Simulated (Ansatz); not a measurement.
Consider the formal exchange of groups at a B–Si bond: `[SiH3]BCl` + `C=C` → `C=CBCl` + SiH₄.

Isolated molecules relaxed with PBE0-D4/def2-TZVP in Ansatz; ΔE leaves out vibrations. CCSD(T)/CBS is the MP2 limit (def2-TZVPP, def2-QZVPP) plus CCSD(T) − MP2 in def2-TZVPP, frozen cores. This one scheme is used for every species. Functionals use def2-TZVPP. Each species was taken in one conformer, which may not be the lowest.

`[SiH3]BCl`:

```xyz
7

Si    0.648    0.522   -0.244
B    -0.880   -0.616    0.418
Cl   -1.340   -2.083   -0.394
H     0.132    1.884   -0.560
H     1.311   -0.040   -1.449
H     1.654    0.664    0.847
H    -1.525   -0.331    1.382
```

`C=C`:

Cartesian coordinates in Å:
```
C 0.196 -0.532 0.340
C -0.197 0.532 -0.340
H 0.473 -1.456 -0.158
H 0.259 -0.526 1.423
H -0.472 1.456 0.158
H -0.259 0.526 -1.423
```

`C=CBCl`:

Z-matrix (Å, degrees):
```
C
C 1 1.337
H 1 1.086 2 120.8
H 1 1.086 2 122.7 3 180.0
B 2 1.531 1 119.9 3 0.0
H 2 1.088 1 118.9 3 180.0
Cl 5 1.750 2 121.0 1 180.0
H 5 1.194 2 121.9 1 -0.0
```

SiH₄:

Z-matrix (Å, degrees):
```
Si
H 1 1.485
H 1 1.485 2 109.5
H 1 1.485 2 109.5 3 -120.0
H 1 1.485 2 109.5 3 120.0
```

```csv
level,ΔE (kJ/mol)
r2SCAN0-D4,-54.5
B2PLYP,-56.4
```

Q: What does CCSD(T)/CBS give? (An estimate is asked.)

A: Ansatz gave: -51.0 kJ/mol. The listed levels differ from it by -3.5, -5.4 kJ/mol.

Largest T1 diagnostic among the species: 0.014.

At CCSD(T), def2-SVP lies −6.6 kJ/mol from the extrapolated value and def2-TZVPP −1.9 kJ/mol. Leaving LDA and LC-ωPBE aside and taking each functional with its dispersion term where it has one, the values, not all of them listed here, spread over 9.0 kJ/mol, from BHLYP-D4 to PBE-D4. LDA lies −5.4 kJ/mol from PBE without D4. From BLYP to BHLYP (50 % exact exchange), in def2-TZVPP and without D4, ΔE moves by −5.2 kJ/mol.
